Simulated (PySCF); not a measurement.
A run for PySCF: R-B3LYP/6-311+G** on CH9NSi (a complex).

```python
from pyscf import gto, scf, dft, mp
from pyscf.data.elements import chemcore

mol = gto.M(
    atom='''
    N     0.90593369   -0.37906247    0.20636349
    Si   -0.65187875    0.32617678   -0.00569598
    H     1.67970761   -0.06614599   -0.35850819
    H     1.21718695   -0.64689002    1.12679644
    H    -0.84033118    1.67411415    0.59908351
    H    -0.88567940    0.45438891   -1.46268560
    H    -1.66176559   -0.56852935    0.60476032
    C     0.20739318   -0.09873784    3.73408203
    H     1.25755555   -0.38956358    3.75004363
    H     0.09898019    0.85273328    3.21562348
    H    -0.37925191   -0.86268787    3.22507273
    H    -0.15071778    0.00414929    4.75728861
    ''',
    basis='6-311+g**',
    charge=0, spin=0, verbose=3, max_memory=1800)
mf = dft.RKS(mol, xc='b3lyp')
mf.conv_tol = 1e-8
mf.max_cycle = 100
mf.kernel()
if not mf.converged:
    mf = mf.newton().run(mf.mo_coeff, mf.mo_occ)
```

### Question
What total energy does the run end on?

### Answer
-387.8522 hartree.
